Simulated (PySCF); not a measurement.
Basis and Hamiltonian dependence of the ionisation energy of F²⁺

F²⁺ [He] 2s2 2p3 (4S) → F³⁺ [He] 2s2 2p2 (3P). All values are computed (PySCF 2.14, energy differences of UHF-based or UKS calculations, no spin-orbit coupling). Values in eV.

```tsv
basis	Hamiltonian	functions	UHF	r2SCAN	PBE0	MP2 (valence)	CCSD(T) (valence)	CCSD(T) (valence and next inner shell)
6-31G*	non-relativistic	14	62.291	n/a	n/a	62.466	62.232	n/a
cc-pVDZ	non-relativistic	14	62.232	n/a	n/a	62.523	62.268	n/a
jorge-DZP-DKH	spin-free X2C	15	62.714	n/a	n/a	62.930	62.665	n/a
aug-cc-pVDZ-DK	spin-free X2C	23	62.220	63.186	62.964	62.544	62.307	n/a
aug-cc-pVDZ	non-relativistic	23	62.231	63.197	62.975	62.554	62.316	n/a
aug-cc-pwCVDZ	non-relativistic	27	62.155	63.103	62.871	62.518	62.281	62.302
ANO-RCC-VTZP	spin-free X2C	30	62.221	63.163	62.926	62.783	62.563	62.578
def2-TZVP	non-relativistic	31	62.258	n/a	62.934	62.824	62.604	n/a
x2c-TZVPall	spin-free X2C	31	62.248	n/a	n/a	62.816	62.598	n/a
dyall-av2z	non-relativistic	42	62.268	63.186	62.940	62.709	n/a	n/a
aug-cc-pVTZ	non-relativistic	46	62.241	63.154	62.911	62.823	62.603	n/a
aug-cc-pVTZ with one added diffuse shell each of s, p, d, f type	non-relativistic	62	62.243	63.157	62.913	62.826	62.605	n/a
aug-cc-pCVTZ-DK with one added diffuse shell each of s, p, d, f type	spin-free X2C	75	62.226	63.148	62.906	62.823	62.604	62.654
aug-cc-pwCVQZ	non-relativistic	109	62.255	63.172	62.930	62.903	n/a	62.740
```

Frozen in the all-electron rows: valence: 1s2; valence and next inner shell: nothing.

Between the lowest levels the reference is 62.708 eV (semi-empirical (NIST evaluation); NIST Atomic Spectra Database, ionization energies); it includes spin-orbit coupling, which these numbers lack.
